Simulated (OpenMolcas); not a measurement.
**Hf+: effect of the active space**

| Item | Value |
| --- | --- |
| Program | OpenMolcas 26.06 |
| Method | CASSCF or its RAS form |
| Basis | ANO-RCC-VTZP |
| Scalar Hamiltonian | DKH2, point nucleus |
| Spin-orbit coupling | RASSI with atomic mean-field integrals over the reference wave functions, term energies averaged over their components |

A. 3 electrons in 6 orbitals (5d 6s); 2S+1 = 4 even, 20 roots; 2S+1 = 2 even, 65 roots; cost about 70 core-seconds
B. 3 electrons in 9 orbitals (RAS2 5d 6s; RAS3 6p, at most 2 electrons); 2S+1 = 2 even, 70 roots; 2S+1 = 4 even, 20 roots kept (CI in the orbitals of an earlier block); 2S+1 = 2 odd, 85 roots; 2S+1 = 4 odd, 45 roots kept (CI in the orbitals of an earlier block); cost about 90 core-seconds
C. 3 electrons in 11 orbitals (5d 6s 6d); 2S+1 = 2 even, 29 roots; 2S+1 = 4 even, 17 roots kept (CI in the orbitals of an earlier block); cost of the order of 50 core-seconds

Energies in cm⁻¹ above 5d 6s² ²D_3/2, the measured ground level; measured values from NIST Handbook of Basic Atomic Spectroscopic Data.

```csv
Level,A,B,C,Measured
5d² 6s ⁴F_3/2 [61 %],-2387,2793,1933,3645
5d² 6s ⁴F_5/2 [70 %],-906,4149,2038,4905
5d 6s² ²D_3/2 [62 %],0.0,0.0,0.0,0.0
5d² 6s ⁴F_7/2,1069,5392,4282,6344
5d 6s² ²D_5/2 [70 %],2085,2574,4392,3051
5d² 6s ⁴F_9/2,3132,7421,6544,8362
5d² 6s ⁴P_1/2,8153,11530,11584,
5d² 6s ⁴P_3/2,9124,12520,12215,
5d² 6s ²P_1/2,11523,14458,14044,
5d² 6s ²F_7/2 [57 %],13221,14923,15624,
5d³ ⁴F_3/2,13235,16589,16652,
5d² 6s ²G_9/2,14467,17953,17338,
5d³ ⁴F_5/2 [74 %],14484,18306,17755,
5d³ ⁴F_7/2,16488,19867,19560,
5d² 6s ²D_5/2 [58 %],16601,17204,18946,
```

A puts 5d² 6s ⁴F_3/2 [74 %] lowest.

Deviations, from unrounded energies. A percentage is the sum of absolute deviations over the sum of measured energies, with the sign that they share, or ± where signs differ.

```tsv
Against measurement	Levels	A	B	C
mean absolute deviation (cm-1)	5	4700	800	2000
fine structure of the ground term (%)	1	-31.7	-15.6	+43.9
other configurations (%)	4	-96.1	-15.1	-36.4
```

B lies closest to measurement on these levels and A furthest from it. The largest miss of B in the table is 5d² 6s ⁴F_7/2, by -950 cm-1. The ranking rests on the paired levels alone, and a cruder setting can come out closer through cancelling errors.

Among A to C the level of the table that moves most is 5d² 6s ⁴F_3/2 [61 %], by 5200 cm-1 (lowest in A, highest in B).

Without dynamic correlation excited terms often stand tens of per cent too high (terms of higher spin than the ground term too low), and those without a measured partner can miss by more than the paired ones. Some levels mix across a computed gap that differs much from the measured one, so their mixing is not that of the real levels (holds for A; C). The lowest computed level is not the ground level that NIST lists (2D3/2) (holds for A). Configurations are named by rounded mean occupations; where the s occupation lies near a half they are strongly mixed, a name can repeat and a true partner stay unpaired (holds for A; B). A single d shell beside an s shell can misplace configurations of different d count against each other (holds for A; B). The lowest spin-free term belongs to 5d 6s², not to the configuration of the lowest level (holds for A). Terms from blocks run as CI alone lack orbitals of their own (holds for B; C). Active for correlation alone: 6d; no level in the range computed is led by a configuration that fills it, so any true level of that kind is missing (holds for C). Computed and measured levels are paired by configuration, term and J; levels that our copy of the source lacks, or whose pairing is in doubt (as where it misses far off the trend of its configuration), stay unpaired and out of the deviations. Levels of configurations outside the active space are missing. Levels that lie high or do not pair safely by name in every column are left out.

A share in square brackets marks a mixed level and gives the weight of the term that names it, the lowest over the columns.
